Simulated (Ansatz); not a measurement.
Start from `F[SiH2]C=S` and change one atom or group to get `N[SiH2]C=S`.

Ansatz, PBE0-D4/def2-TZVP geometries, multiplicity 1. Each molecule was computed in one conformer, which needn't be the lowest.

```csv
property,`F[SiH2]C=S`
HOMO–LUMO gap (ωB97M-V/def2-TZVPP) / eV,8.11
HOMO energy (ωB97M-V/def2-TZVPP) / eV,-9.03
LUMO energy (PBE/def2-TZVPP) / eV,-4.04
HOMO–LUMO gap (PBE0/def2-TZVPP) / eV,3.73
LUMO energy (ωB97M-V/def2-TZVPP) / eV,-0.92
HOMO–LUMO gap (B3LYP/def2-TZVPP) / eV,3.33
```

**Question.** Give the same properties after the change, and the shifts. (Best estimate.)

**Answer.** The calculation gave: 
| property | `N[SiH2]C=S` | shift |
| --- | --- | --- |
| HOMO–LUMO gap (ωB97M-V/def2-TZVPP) / eV | 8.17 | 0.06 |
| HOMO energy (ωB97M-V/def2-TZVPP) / eV | -8.69 | 0.34 |
| LUMO energy (PBE/def2-TZVPP) / eV | -3.64 | 0.40 |
| HOMO–LUMO gap (PBE0/def2-TZVPP) / eV | 3.80 | 0.07 |
| LUMO energy (ωB97M-V/def2-TZVPP) / eV | -0.52 | 0.40 |
| HOMO–LUMO gap (B3LYP/def2-TZVPP) / eV | 3.40 | 0.07 |

With PBE0 the HOMO rises by 0.33 eV and the LUMO rises by 0.41 eV, so the gap widens by about 0.08 eV. PBE moves the HOMO by 0.32 eV and ωB97M-V by 0.34 eV. The zero-point energy changes by 59.8 kJ/mol with +6 modes.

B3LYP here is the variant with VWN-RPA as its local correlation; programs differ in this.
